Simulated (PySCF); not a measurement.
Excitations are Tamm–Dancoff values on a coarser integration grid. The basis has no diffuse functions, so Rydberg states are missing or too high.

Cartesian coordinates (Å):
SMILES: O[SiH3]
```xyz
6

O      1.2061     0.0968    -0.4052
Si    -0.3919    -0.0573    -0.0121
H      1.8125     0.4315     0.2594
H     -0.9915     1.2476     0.3623
H     -0.5881    -0.9932     1.1230
H     -1.0539    -0.5866    -1.2203
```
Charge 0, spin multiplicity 1.

What S1 excitation (TDA), adiabatic ionisation energy (no zero-point term), T1 excitation (TDA), S1 oscillator strength, total energy, hole reorganisation energy (four-point), S1–T1 gap (TDA) and LUMO does PBE-D3(BJ)/def2-TZVP // B3LYP-D3(BJ)/def2-TZVP (PySCF 2.14.0) give?


| Item | Result |
|---|---|
| S1 excitation (TDA) | 6.49 eV |
| adiabatic ionisation energy (no zero-point term) | 10.58 eV |
| T1 excitation (TDA) | 6.14 eV |
| S1 oscillator strength | 0.003 |
| total energy | -366.9566 Ha |
| hole reorganisation energy (four-point) | 1.456 eV |
| S1–T1 gap (TDA) | 0.35 eV |
| LUMO | -0.83 eV |
